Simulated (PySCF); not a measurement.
Löwdin shares of the frontier orbitals

Species: C4H9ClSi.
Z-matrix (Å and degrees, GFN2-xTB geometry), rows numbered from 1:
```
C 
C   1  1.3244
Si  2  1.8797  1  125.05
C   3  1.9205  2  107.27  1  -132.80
C   4  1.5149  3  114.49  2    57.84
Cl  4  1.7995  3  106.60  2   -62.91
H   1  1.0798  2  122.54  3  -179.76
H   1  1.0781  2  121.73  3     0.22
H   2  1.0843  1  118.19  3   179.67
H   3  1.4642  2  111.54  1   109.82
H   3  1.4677  2  111.48  1   -15.32
H   4  1.0911  3  111.54  2  -176.61
H   5  1.0880  4  110.72  3   -55.95
H   5  1.0886  4  109.06  3    63.39
H   5  1.0891  4  111.31  3  -176.72
```

Method: PySCF 2.14.0, density-fitted response routines, TDDFT B3LYP/def2-SVPD, vertical, gas phase, core orbitals frozen in the response.

Kohn–Sham orbitals with the atoms that hold most of them (Löwdin shares over 4%, at most four atoms; ? is withheld):

```
orbital  ε (eV)                             atoms
 LUMO+2    0.40   Si3 21%, C5 14%, Cl6 9%, H14 9%
 LUMO+1    0.10  Cl6 37%, C4 18%, Si3 13%, H11 7%
   LUMO       ?     C1 36%, C2 30%, Si3 9%, H7 5%
   HOMO   -7.59                                 ?
 HOMO-1   -7.99                                 ?
 HOMO-2   -8.18            Cl6 75%, C4 10%, C5 6%
 HOMO-3   -8.87    C2 31%, Si3 20%, C1 14%, H9 8%
```

Q: Give the leading atoms of the HOMO.

A: Cl6 (bonded to C) 39%; C4 (bonded to C, Cl, Si and H) 19%; Si3 (bonded to 2 C and 2 H) 10%; C1 (bonded to C and 2 H) 10%. By element: chlorine 39%, carbon 29% or more, silicon 10%.

Q: Which atoms hold the HOMO-1, and with what shares?

A: C2 (bonded to C, Si and H) 31%; C1 (bonded to C and 2 H) 29%; Cl6 (bonded to C) 14%; Si3 (bonded to 2 C and 2 H) 8%. By element: carbon 60% or more, chlorine 14%, silicon 8%.

Q: What is the LUMO energy, and the HOMO–LUMO gap?

A: ε(LUMO) = -0.77 eV; the gap is 6.82 eV (0.2507 hartree).

Q: How does S1 compare with the orbital gap of 6.82 eV?

A: S1 is at 6.06 eV (f = 0.036), 0.76 eV below the gap, made of HOMO→LUMO (84%), HOMO-1→LUMO (13%). Without the coupling terms of the response equations the lowest excitation would equal the gap.

Q: One configuration dominates each of S1 and S6. Which, and how do the shares of the two leading atoms of either orbital change from the occupied to the empty one?

A: 
- S1 (6.06 eV, f 0.036), HOMO→LUMO (84%): Cl6 39% → at most 6%, C4 19% → at most 6%, C1 10% → 36%, C2 at most 10% → 30%
- S6 (7.12 eV, f 0.0073), HOMO-2→LUMO+1 (86%): Cl6 75% → 37%, C4 10% → 18%

Löwdin shares depend on the basis, the more so with diffuse functions.

Time: 29 s of wall time; peak memory 0.82 GiB. Hardware: one thread of an Arm Neoverse V1, shared host with 32 logical CPUs at a one-minute load of 9.3.

One conformer stands for the species.
